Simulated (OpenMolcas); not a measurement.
Computed levels of I5+

| Quantity | Value |
| --- | --- |
| Program | OpenMolcas 26.06 |
| Method | XMS-RASPT2, IPEA 0.25 Eh, imaginary shift 0.1 Eh (closed shells correlated: 4d) |
| Basis | ANO-RCC-VTZP [7s6p4d2f1g] |
| Scalar Hamiltonian | DKH2, point nucleus |
| Active space | 2 electrons in 9 orbitals (RAS2 5s 5p; RAS3 5d, at most 2 electrons) |
| State averaging | 2S+1 = 3 even, 3 roots; 2S+1 = 1 even, 7 roots; 2S+1 = 3 odd, 3 roots; 2S+1 = 1 odd, 3 roots |
| Spin-orbit coupling | state interaction with AMFI integrals over the reference wave functions, term energies averaged over their components |

With spin-orbit coupling, above the lowest level:

```json
{"Configuration": "5s2", "Term": "1S", "J": "0", "E (cm-1)": "0.0", "Measured (cm-1)": "0.0", "Term weight %": "100", "Second": ""}
{"Configuration": "5s 5p", "Term": "3P*", "J": "0", "E (cm-1)": "87950", "Measured (cm-1)": "85666", "Term weight %": "100", "Second": ""}
{"Configuration": "5s 5p", "Term": "3P*", "J": "1", "E (cm-1)": "91350", "Measured (cm-1)": "89262", "Term weight %": "97", "Second": "3 1P*"}
{"Configuration": "5s 5p", "Term": "3P*", "J": "2", "E (cm-1)": "100930", "Measured (cm-1)": "99685", "Term weight %": "100", "Second": ""}
{"Configuration": "5s 5p", "Term": "1P*", "J": "1", "E (cm-1)": "127880", "Measured (cm-1)": "127424", "Term weight %": "97", "Second": "3 3P*"}
{"Configuration": "5p2", "Term": "3P", "J": "0", "E (cm-1)": "203580", "Measured (cm-1)": "200085", "Term weight %": "92", "Second": "8 1S"}
{"Configuration": "5p2", "Term": "3P", "J": "1", "E (cm-1)": "211110", "Measured (cm-1)": "208474", "Term weight %": "100", "Second": ""}
{"Configuration": "5p2", "Term": "1D", "J": "2", "E (cm-1)": "212630", "Measured (cm-1)": "209432", "Term weight %": "63", "Second": "37 3P"}
{"Configuration": "5p2", "Term": "3P", "J": "2", "E (cm-1)": "223480", "Measured (cm-1)": "221984", "Term weight %": "63", "Second": "37 1D"}
```

Against the 8 measured excited levels shown (the list in Rauch et al., Astron. Astrophys. 606, A105 (2017)) the mean absolute deviation is 2100 cm-1; the largest miss in energy is 5p2 3P0: computed 203580, measured 200085 cm-1 (+1.7 %), and the largest in proportion 5s 5p 3P* 0 (+2.7 %).

Spin-orbit coupling puts the lowest level 9.3 cm-1 below the lowest spin-free term.

CASPT2 does not keep the components of a term degenerate, so their means are used; among the terms shown or strongly mixed into the levels shown the widest spread is 110 cm-1 (5s 5p 1P*). Active for correlation alone: 5d; no level in the range computed is led by a configuration that fills it, so any true level of that kind is missing. Some terms mix strongly with configurations of 5d, whose occupation reaches 0.22 (5p2 1D). Computed and measured levels are paired by configuration, term and J; levels that our copy of the source lacks, or whose pairing is in doubt (as where it misses far off the trend of its configuration), stay unpaired and out of the deviations. Levels of configurations outside the active space are missing. The first state left out of the spin-orbit step lies near 280000 cm-1 above the lowest spin-free state of the reference (among the parities and spins computed), and the list stops at four fifths of that energy or lower.

The term weight is that of the spin-free term in the level, not the purity of its configuration. * marks odd parity.
